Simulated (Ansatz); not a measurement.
Energy profile

The step: BF₃ ([F][B]([F])[F]) + HBr → BBrF₂ ([F][B]([F])[Br]) + HF; bonds formed: B1–Br6, F2–H5; bonds broken: B1–F2, H5–Br6 (atoms numbered as in the saddle structure below).

```tsv
atom	x (Å)	y (Å)	z (Å)
B1	-0.3835	-0.1555	-0.3473
F2	-0.2379	1.1194	0.4919
F3	-1.3908	-0.8829	0.0883
F4	-0.2409	0.1156	-1.6280
H5	0.7320	0.6486	0.8678
Br6	1.5210	-0.8452	0.5273
```

Electronic energies by CCSD(T) at an estimated basis limit (MP2 extrapolated from triple and quadruple zeta, plus CCSD(T) − MP2 in triple zeta), on PBE0-D4/def2-TZVP structures; BHBrF₃, singlet; no counterpoise correction. Ansatz 0.2.0; basis: def2-TZVPP and def2-QZVPP; cores frozen in the correlated methods. Filled d shells of the heavier atoms are correlated. The def2 sets are not built for correlating such inner shells, so the correlated values are less sure here. Extrapolation: Hartree–Fock as exp(−7.88 √X), correlation as X^−2.97.

Task: Give the profile in kcal/mol, counted from the separated reactants. (An estimate is asked for; the value comes from the calculation.)

Result: Computed:
| point | kcal/mol |
| --- | --- |
| separated: BF₃ (linked as [F][B]([F])[F]; B1, F2, F3, F4; singlet) + HBr (H5, Br6; singlet) | 0.00 |
| start structure | -2.42 |
| saddle | 30.35 |
| end structure | 14.44 |
| separated: BBrF₂ (linked as [F][B]([F])[Br]; B1, F3, F4, Br6; singlet) + HF (F2, H5; singlet) | 17.14 |

The T1 diagnostic stays at or below 0.013.

For scale, one of the runs: CCSD(T)/def2-TZVPP, 186 basis functions, launched by `ansatz run in.yaml --threads 4 --pin off --events-out ev --progress --plain --max-ram 9574MiB`. Time: 64 s of wall clock on 4 CPU threads of an Arm Neoverse V2; the host was shared. Peak host memory: 2.3 GiB.
